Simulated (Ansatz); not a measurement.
Z-matrix (Å, degrees):
```
C
N 1 1.484
Si 1 1.837 2 61.0
H 1 1.088 2 115.1 3 -112.6
H 1 1.088 2 115.2 3 112.6
B 2 1.386 1 134.1 3 -179.9
H 3 1.478 1 121.2 2 -102.0
H 3 1.478 1 121.2 2 102.0
H 6 1.199 2 118.6 1 179.9
H 6 1.200 2 119.6 1 -0.0
```

The species carries charge 0 and has multiplicity 1.

(1) List the PBE/def2-TZVPP orbital energies in eV (the Gaussian-basis code of Ansatz). (An estimate is asked.)

Results:

(1) The calculation gave: Occupied: -1780.19, -380.68, -269.79, -176.45, -137.94, -94.69, -94.66, -94.63, -22.51, -16.16, -13.88, -12.01, -11.29, -9.78, -9.58, -8.87, -7.05, -6.91, -6.81. Lowest empty: -1.29, -1.23, 0.03, 0.29, 1.39, 1.83, 1.88, 2.17.
